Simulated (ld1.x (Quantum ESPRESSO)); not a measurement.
## u(r) = r·R(r): atom against pseudo-atom (aluminium (Al))

Columns: radius, all-electron u(r) and pseudo u(r) of the 3p shell (level -9.05 eV) of aluminium in the configuration [Ne] 3s2 3p0; PBE, scalar-relativistic, TM scheme, ld1.x (Quantum ESPRESSO) 7.5.

```
r (bohr)  all-electron   pseudo
   0.123        0.1166  -0.0042
   0.245        0.2287  -0.0165
   0.368        0.2578  -0.0370
   0.490        0.2223  -0.0646
   0.613        0.1492  -0.0994
   0.735        0.0593  -0.1399
   0.858       -0.0366  -0.1856
   0.980       -0.1297  -0.2348
   1.103       -0.2176  -0.2868
   1.225       -0.2965  -0.3392
   1.348       -0.3670  -0.3912
   1.470       -0.4277  -0.4404
   1.593       -0.4799  -0.4858
   1.715       -0.5231  -0.5255
   1.838       -0.5583  -0.5590
   1.960       -0.5850  -0.5852
   2.083       -0.6044  -0.6044
   2.205       -0.6167  -0.6167
   2.328       -0.6227  -0.6227
   2.450       -0.6232  -0.6232
   2.573       -0.6188  -0.6188
   2.695       -0.6103  -0.6103
   2.818       -0.5984  -0.5984
   2.940       -0.5837  -0.5837
   3.063       -0.5668  -0.5668
   3.185       -0.5483  -0.5483
```

**Question.** How many radial nodes do the two functions have?

**Answer.** The all-electron 3p function has n − l − 1 = 1; the pseudo-wave has 0, since the states of the same l below it are removed with the core.

**Question.** At about which radius was the pseudo-wave matched?

**Answer.** 2.45 bohr. The columns agree to 0.0005 from 1.96 bohr on; several derivatives are matched, so the curves merge somewhat inside the radius.

**Question.** Where does each function peak?

**Answer.** Outermost all-electron maximum near 2.45 bohr, pseudo maximum near 2.45 bohr (to the table’s step).

**Question.** Is the pseudo-wave norm-conserving?

**Answer.** Yes: the TM scheme keeps the norm inside the radius equal to the all-electron one, which fixes the energy derivative of the logarithmic derivative at the level.
